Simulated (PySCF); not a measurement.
## How methods differ on the ionisation energy of F(7+)

F(7+) 1s2 (1S) → F(8+) 1s1 (2S), as a difference of total energies. Computed with PySCF 2.14 in an even-tempered Gaussian basis (20 s from 2.9 bohr⁻², ratio 2; 8 p from 4.5 bohr⁻², ratio 2.2; 4 d from 14 bohr⁻², ratio 2.2; 4 f from 20 bohr⁻², ratio 2.2; 3 g from 31 bohr⁻², ratio 2.2; 2 h from 46 bohr⁻², ratio 2.2), with the spin-free X2C one-electron Hamiltonian (Gaussian nucleus). Correlated levels: nothing frozen; virtual orbitals above 40 to 60 times the deepest correlated orbital energy dropped. The calculations carry no spin-orbit coupling.

```json
{"method": "UHF", "ionisation energy (eV)": "952.86"}
{"method": "PBE", "ionisation energy (eV)": "952.78"}
{"method": "PBE0", "ionisation energy (eV)": "953.08"}
{"method": "r2SCAN", "ionisation energy (eV)": "954.18"}
{"method": "r2SCANh", "ionisation energy (eV)": "954.17"}
{"method": "MP2 (all electrons)", "ionisation energy (eV)": "954.06"}
{"method": "SCS-MP2 (all electrons)", "ionisation energy (eV)": "954.30"}
```

Q: Estimate what revPBE gives.

A: 953.81 eV, closest to MP2 (all electrons) among the rows shown.

Q: Estimate what LDA gives.

A: 947.00 eV, closest to PBE among the rows shown.

For comparison: 953.90 eV (theoretical estimate listed by NIST; NIST Atomic Spectra Database, ionization energies).
